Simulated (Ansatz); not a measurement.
`F[B@-]1(Cl)[NH2+][B@@-](F)(Cl)[NH2+]1`, 12 atoms. The species carries charge 0 and has multiplicity 1. All runs use 4 threads of an Arm Neoverse V1 on a shared host. Correlated methods freeze the cores.

**Question.** How many basis functions does each run have, and how long does it take in Ansatz? direct RPA on PBE orbitals/def2-TZVPP energy; RKS PBE0-D4/def2-TZVP frequencies; RKS PBE0-D4/def2-TZVP relaxation (4 steps); RHF-MP2/def2-QZVPP energy; RHF-MP2/def2-TZVPP energy; RKS PBE0-D4/def2-SVP energy; RKS ωB97M-V/def2-SVP energy; RHF-CCSD(T)/def2-SVP energy; RKS r2SCANh-D4/def2-TZVPP energy; RKS ωB97M-V/def2-QZVPP energy; RKS r2SCAN-D4/def2-TZVPP energy and forces; RKS PBE-QIDH (frozen core)/def2-TZVPP energy. (Estimate.)

**Answer.** Ansatz gave: Other jobs shared the machine, so times are rough.

| level | job | functions | wall time | peak host memory (GiB) |
| --- | --- | --- | --- | --- |
| RKS PBE0-D4/def2-SVP | energy | 140 | 2.7 s | 0.6 |
| RHF-MP2/def2-TZVPP | energy | 326 | 11 s | 1.2 |
| RKS ωB97M-V/def2-SVP | energy | 140 | 11 s | 0.6 |
| RKS r2SCAN-D4/def2-TZVPP | energy and forces | 326 | 13 s | 0.64 |
| RKS r2SCANh-D4/def2-TZVPP | energy | 326 | 14 s | 1.3 |
| direct RPA on PBE orbitals/def2-TZVPP | energy | 326 | 16 s | 1.1 |
| RKS PBE-QIDH (frozen core)/def2-TZVPP | energy | 326 | 16 s | 1.2 |
| RHF-CCSD(T)/def2-SVP | energy | 140 | 36 s | 1.1 |
| RKS PBE0-D4/def2-TZVP | relaxation (4 steps) | 284 | 51 s | 1.1 |
| RKS ωB97M-V/def2-QZVPP | energy | 602 | 56 s | 3.7 |
| RHF-MP2/def2-QZVPP | energy | 602 | 87 s | 5.8 |
| RKS PBE0-D4/def2-TZVP | frequencies | 284 | 9.1 min | 1.1 |
